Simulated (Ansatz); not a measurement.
Compare A (`O[SiH2]S[SiH2]F`) with its isomer B (`O[SiH](F)[SiH2]S`).

Computed with Ansatz on PBE0-D4/def2-TZVP structures; ΔE is electronic, products minus reactants. CCSD(T)/CBS is the MP2 limit (def2-TZVPP, def2-QZVPP) plus CCSD(T) − MP2 in def2-TZVPP, frozen cores. Functionals use def2-TZVPP. B3LYP here is the variant with VWN-RPA as its local correlation; programs differ in this. One conformer a species, not always the lowest.

A:

Z-matrix (Å, degrees):
```
Si
S 1 2.144
O 1 1.639 2 112.9
H 1 1.483 2 104.0 3 121.7
H 1 1.477 2 110.6 3 -117.5
Si 2 2.119 1 98.0 3 77.8
H 3 0.959 1 118.1 2 55.7
F 6 1.597 2 110.7 1 87.2
H 6 1.479 2 110.8 1 -31.6
H 6 1.478 2 107.7 1 -155.4
```

B:

Z-matrix (Å, degrees):
```
Si
F 1 1.604
Si 1 2.343 2 105.8
O 1 1.633 2 110.7 3 -115.8
H 1 1.479 2 107.1 3 128.2
S 3 2.157 1 103.6 2 -73.6
H 3 1.486 1 115.4 2 48.9
H 3 1.485 1 111.9 2 174.8
H 4 0.962 1 115.9 2 80.5
H 6 1.345 3 94.5 1 60.9
```

(1) Which is lower in electronic energy at CCSD(T)/CBS, and by how much? (Best estimate.)

(2) Give E(B) − E(A) in kcal/mol with r2SCAN-D4, CCSD(T)/def2-TZVPP, ωB97M-V, B3LYP, CCSD/def2-TZVPP, MP2/def2-TZVPP, B2PLYP. (An estimate is asked.)

Largest T1 diagnostic: 0.013.

## Answers

(1) The calculation gave: A, by 15.8 kcal/mol.

(2) Ansatz gave: r2SCAN-D4 14.8, CCSD(T)/def2-TZVPP 15.3, ωB97M-V 16.1, B3LYP 14.4, CCSD/def2-TZVPP 15.4, MP2/def2-TZVPP 17.8, B2PLYP 15.7. None reverses the order clearly.

From PBE to PBE0 (25 % exact exchange), in def2-TZVPP and without D4, E(B) − E(A) moves by +1.3 kcal/mol.
